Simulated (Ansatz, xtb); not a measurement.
Two structures of CH7NSn

Structure a is a singlet given by its coordinates and structure b is `[CH3][SnH2][NH2]`, a singlet. Both are isolated molecules in the gas phase, relaxed with PBE-D3(BJ)/def2-SVP; the shapes shown needn't be the lowest conformers.

a (Å):

```xyz
10

C    -1.3204    2.1643    0.1196
N     1.3589    1.0623   -1.2701
Sn   -0.9098    1.5683   -2.0139
H    -1.5248    1.2788    0.7556
H    -2.2293    2.8023    0.1330
H    -0.4964    2.7567    0.5693
H    -0.1928    3.1888   -2.4056
H     1.6143    1.7521   -0.5509
H     1.4571    0.1266   -0.8556
H     2.0430    1.1391   -2.0338
```

Close contacts (Å): C1–Sn3 2.25, N2–Sn3 2.44, C1–H4 1.11, C1–H5 1.11, C1–H6 1.11, N2–H8 1.03, N2–H9 1.03, N2–H10 1.03, Sn3–H7 1.81.

b (Å):

```yaml
atoms:
  - { symbol: C, position_ang: [-1.4802, 1.4801, -0.1870] }
  - { symbol: N, position_ang: [1.9556, 2.4193, -0.7156] }
  - { symbol: Sn, position_ang: [0.2112, 1.6521, -1.5517] }
  - { symbol: H, position_ang: [-2.3525, 1.0662, -0.7299] }
  - { symbol: H, position_ang: [-1.7461, 2.4763, 0.2159] }
  - { symbol: H, position_ang: [-1.2243, 0.8047, 0.6519] }
  - { symbol: H, position_ang: [0.6590, 0.0914, -2.1538] }
  - { symbol: H, position_ang: [-0.1704, 2.7343, -2.8486] }
  - { symbol: H, position_ang: [2.2600, 1.8365, 0.0775] }
  - { symbol: H, position_ang: [1.7830, 3.3548, -0.3203] }
```

Energies in hartree; the thermal terms are from PBE-D3(BJ)/def2-SVP harmonic frequencies (ideal gas, rigid rotor, one conformer each, 298.15 K, 1 atm) and include the zero-point energy:

```
                               a           b
E, CCSD(T)/def2-TZVP  −310.542333  −310.536080
   zero-point energy     0.076547     0.072042
        H(298 K) − E     0.084525     0.079716
        G(298 K) − E     0.044906     0.041308
```

**Question.** Work out ΔE, ΔE₀, ΔH and ΔG for a → b in kJ/mol (1 Eh = 2625.50 kJ/mol) and the equilibrium ratio [b]/[a].

**Answer.** 1. ΔE = −310.536080 − (−310.542333) = +0.006253 Eh = +16.42 kJ/mol.
2. ΔE₀ = ΔE + ΔZPE = +0.006253 + (−0.004505) Eh = +4.59 kJ/mol.
3. ΔH = ΔE + (−0.004809) Eh = +3.79 kJ/mol.
4. ΔG = ΔE + (−0.003598) Eh = +6.97 kJ/mol, so ΔS = (ΔH − ΔG)/T = −10.7 J/(mol K).
5. kT = 0.9442 mEh, so K = [b]/[a] = exp(−ΔG/kT) = exp(−2.81) ≈ 0.06.

Structure a is favoured at this temperature. An error of 4 kJ/mol in ΔG would change K by a factor of 5. HF/STO-3G gave ΔE the other sign. Mirror images and further conformers aren't counted.

Other levels gave ΔE = +117.0 (GFN2-xTB); −177.7 (HF/STO-3G, GFN2-xTB geometries); +47.7 (r2SCAN-D4/def2-SVP, GFN2-xTB geometries); +51.0 (PBE-D3(BJ)/def2-SVP); +15.8 (HF/def2-TZVP); +19.4 (MP2/def2-TZVP) kJ/mol. The correlated steps freeze 6 core orbitals; the filled d shell of Sn is correlated, in a basis made for valence electrons. Atoms past krypton carry core potentials in the def2 sets, without spin–orbit terms. Programs: Ansatz 0.2.0, xtb 6.7.1.
